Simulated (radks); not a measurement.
The mean radii <r> (bohr) of the occupied orbitals of an atom or ion are listed with their occupations. Calculated with a radial shooting solver on a logarithmic mesh with Libxc functionals: scalar-relativistic Kohn-Sham, r2SCAN, spin-unpolarised, spherical densities, finite nucleus; meta-GGA in the generalised Kohn-Sham scheme; Fermi nuclear charge, rms radius of each element as measured or else 0.836 A^(1/3) + 0.57 fm.

orbital  occ.     <r>
1s          2  0.2292
2s          2   1.320
2p          3   1.479

Name the element and its charge.

Answer. Z = 7, nitrogen, charge 0: N in [He] 2s2 2p3. The 1s radius gives Z: for a bare nucleus <r> = (2 gamma + 1)/(2Z) with gamma = sqrt(1 - (Z/c)^2), 0.2141 bohr for Z = 7, and screening makes it slightly larger (0.2292 here). The occupations add up to 7, and the charge is Z minus that.
